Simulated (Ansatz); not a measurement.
Basis-set series for F$_{2}$H$_{2}$Se$_{2}$Si, SMILES `F[Si](F)([SeH])[SeH]`. Charge 0, multiplicity 1. The structure was optimised at the PBE0-D4/def2-TZVP level. It is one conformer, not always the lowest.

```csv
functional,basis,functions,energy (Eh),HOMO (eV),LUMO (eV)
PBE0-D4,def2-SVP,120,-5291.96096,-7.53,-0.58
PBE0-D4,def2-QZVPP,422,-5293.04144,-7.62,-0.82
ωB97M-V,def2-SVP,120,-5292.49827,-9.65,1.48
ωB97M-V,def2-QZVPP,422,-5293.57550,-9.75,1.05
```

Question: Give the rows for def2-TZVPP. (An estimate is asked.)

Answer: Ansatz gave: 
| functional | basis | functions | energy (Eh) | HOMO (eV) | LUMO (eV) |
| --- | --- | --- | --- | --- | --- |
| PBE0-D4 | def2-TZVPP | 228 | -5292.91909 | -7.60 | -0.77 |
| ωB97M-V | def2-TZVPP | 228 | -5293.45779 | -9.73 | 1.18 |

Positive LUMOs are unbound and depend on the basis. Scalar relativity is left out up to krypton.
